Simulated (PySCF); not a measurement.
Bond length, frequency and bond energy of CaC⁺ by level of theory

State: ⁴Σ⁻ (quartet), unpaired electrons σ ↑, π ↑↑. Set-up: PySCF, no relativity, basis sets Ca 3-21G, C 3-21G. De refers to Ca⁺ + C in their high-spin ground configurations, without counterpoise correction. The functionals are run spin-unrestricted. A positive dipole points towards C; it is taken about the centre of mass and depends on that origin.

```csv
Level,Re (Å),ωe (cm⁻¹),De (eV),μ (D)
UHF,2.373,522,0.59,-10.18
UHF-MP2,2.404,484,0.84,n/a
UHF-SCS-MP2,2.399,490,0.68,n/a
UHF-CCSD,2.422,459,0.78,n/a
UHF-CCSD(T),2.428,456,0.81,n/a
PBE,2.418,439,1.46,-7.24
BP86,2.423,433,1.37,-7.25
r²SCAN,2.406,465,1.50,-8.05
M06-L,2.368,518,1.92,-10.10
TPSSh,2.401,461,1.43,-8.05
PBE0,2.392,463,1.29,-8.12
LC-ωPBE,2.348,516,1.30,-9.53
```

(1) Which functional lies closest to UHF-CCSD(T) in De, which farthest, and by how much do they differ from it?

(2) What does a quarter of exact exchange do here, going from PBE to PBE0?

(3) What does the step from GGA to meta-GGA do here, going from PBE to r²SCAN?

Correlated steps freeze 6 core orbitals. For an ion De counts to the pair picked by the measured ionisation energies or electron affinities, which need not be the lowest pair at this level. 3-21G is very small, so such numbers show the basis as much as the molecule. The state was picked by a PBE0 search and need not be the measured ground state.

The whole job (state search and all levels along the bond) took about 0.91 min on 1 thread of Arm Neoverse V1 (shared host), peak memory 0.36 GiB.

## Answers

(1) Closest is PBE0 (-3.6 pm in Re, +1.5 % in ωe, +0.48 eV in De against UHF-CCSD(T) in the same basis), farthest M06-L (-6.0 pm in Re, +13.6 % in ωe, +1.11 eV in De). CCSD(T) converges more slowly with the basis than the functionals do and binds too weakly in this one, so the order can change at the basis-set limit.

(2) PBE0 less PBE: -2.6 pm in Re, +5.5 % in ωe, -0.17 eV in De. Exact exchange removes part of the self-interaction that spreads semilocal densities, and in most molecules shortens and stiffens the bond and lowers De; so it does here.

(3) r²SCAN less PBE: -1.2 pm in Re, +5.9 % in ωe, +0.04 eV in De.
